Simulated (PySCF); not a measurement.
Ionisation energy of Gd⁶⁰⁺ by level of theory

Gd⁶⁰⁺ [He] 2s2 → Gd⁶¹⁺ [He] 2s1 [2s1/2^1, M_J = 1/2], as a difference of total energies. Computed with PySCF 2.14 in an even-tempered Gaussian basis (17 s from 42 bohr⁻², ratio 2.4; 13 p from 55 bohr⁻², ratio 2.4; 5 d from 170 bohr⁻², ratio 2.6; 4 f from 260 bohr⁻², ratio 2.6), with the two-component X2C-1e Hamiltonian. Correlated levels: nothing frozen; the 32 highest virtual spinors dropped. "Screened" scales the spin-orbit matrix elements by Boettger's factors to mimic the two-electron term; Breit and QED terms are absent.

| method | ionisation energy (eV) |
| --- | --- |
| GMP2 (spin-free) | 13965.0 |
| GHF (screened spin-orbit) | 13959.8 |
| GMP2 (screened spin-orbit) | 13966.2 |

Question: How much does correlation contribute at GMP2 (screened spin-orbit)?

Answer: 13966.2 − (13959.8) = 6.4 eV, measured against GHF (screened spin-orbit).

For this ion Breit and QED terms and the two-electron picture change, all absent here, outweigh the correlation shift from GHF to GMP2.

For comparison: 13943 ± 10 eV (theoretical estimate listed by NIST; NIST Atomic Spectra Database, ionization energies).
